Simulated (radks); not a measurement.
Question: Radial electron density D(r) = 4 pi r^2 rho(r) of an atom or ion with 1 electrons. Calculated with a radial shooting solver on a logarithmic mesh with Libxc functionals: non-relativistic Kohn-Sham, revTPSS, spin-polarised, spherical densities, point nucleus; meta-GGA in the generalised Kohn-Sham scheme.

| r (bohr) | D(r) (e/bohr) |
|---|---|
| 0.04943 | 0.05224 |
| 0.05485 | 0.06293 |
| 0.06038 | 0.07457 |
| 0.06646 | 0.08816 |
| 0.07316 | 0.1040 |
| 0.08053 | 0.1223 |
| 0.08864 | 0.1434 |
| 0.09836 | 0.1697 |
| 0.1083 | 0.1976 |
| 0.1192 | 0.2291 |
| 0.1312 | 0.2644 |
| 0.1444 | 0.3036 |
| 0.1602 | 0.3505 |
| 0.1764 | 0.3977 |
| 0.1942 | 0.4482 |
| 0.2137 | 0.5015 |
| 0.2352 | 0.5565 |
| 0.261 | 0.6167 |
| 0.2873 | 0.6710 |
| 0.3163 | 0.7222 |
| 0.3482 | 0.7679 |
| 0.3832 | 0.8057 |
| 0.4252 | 0.8347 |
| 0.4681 | 0.8479 |
| 0.5152 | 0.8459 |
| 0.5672 | 0.8272 |
| 0.6243 | 0.7912 |
| 0.6872 | 0.7386 |
| 0.7625 | 0.6650 |
| 0.8394 | 0.5852 |
| 0.9239 | 0.4988 |
| 1.017 | 0.4110 |
| 1.119 | 0.3272 |
| 1.242 | 0.2467 |
| 1.367 | 0.1855 |
| 1.505 | 0.1387 |
| 1.657 | 0.1062 |
| 1.824 | 0.08661 |
| 2.024 | 0.07694 |
| 2.228 | 0.07601 |
| 2.452 | 0.07963 |
| 2.699 | 0.08346 |
| 2.971 | 0.08451 |
| 3.297 | 0.08082 |
| 3.629 | 0.07238 |
| 3.994 | 0.06043 |
| 4.397 | 0.04706 |
| 4.84 | 0.03416 |
| 5.327 | 0.02303 |
| 5.911 | 0.01371 |
| 6.507 | 0.007714 |
| 7.163 | 0.003914 |
| 7.884 | 0.001770 |
| 8.679 | 0.0007063 |
| 9.63 | 0.0002240 |

What is the nuclear charge?

Answer: Z = 2. The innermost maximum, from 1s, lies near 1/Z = 0.5 bohr (found: 0.487), and its height grows with Z. The density is that of the helium ion He+ in 1s0.75 2s0.25; the configuration itself is not fixed sharply by these data. D(r) has 2 maxima, at r = 0.487, 2.92 bohr, and minima at 2.16 bohr, inside which lie 0.78 electrons.
